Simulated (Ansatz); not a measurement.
Pair of molecules: SiH4 (SMILES [SiH4]) (first 5 atoms) with Si2H6 (SMILES [SiH3][SiH3]); geometry from B3LYP-D3(BJ)/def2-TZVP, rigid monomers moved along the line of their centres of mass till Si1···H11 is 4.29 Å.
(charge 0, multiplicity 1):
```xyz
13

Si    -0.0956     0.1107    -0.1592
H     -0.2077    -1.1479     0.6113
H     -1.4479     0.5939    -0.5160
H      0.6863    -0.1350    -1.3923
H      0.5919     1.1291     0.6652
Si     0.9549    -0.9409     5.0699
Si    -0.7319     0.6880     5.0480
H      0.3671    -2.2901     4.8885
H      1.6641    -0.9043     6.3726
H      1.9406    -0.7009     3.9901
H     -1.5770     0.5627     3.8363
H     -0.1390     2.0468     5.0718
H     -1.6009     0.5279     6.2398
```

Counterpoise-corrected where a basis set is named; no monomer relaxation.

Cores are frozen in the correlated methods.

Codes used: Ansatz (Gaussian orbitals). Values without a source in brackets are computed.

**Question.** Give the interaction energy at the level CCSD/aug-cc-pV(D+d)Z.

**Answer.** -20 meV

**Question.** What interaction energy does wB97X-V/def2-TZVPPD give?

**Answer.** -24 meV

**Question.** What interaction energy does PBE0/def2-TZVPPD give?

**Answer.** -7 meV

Ansatz is an electronic-structure program.
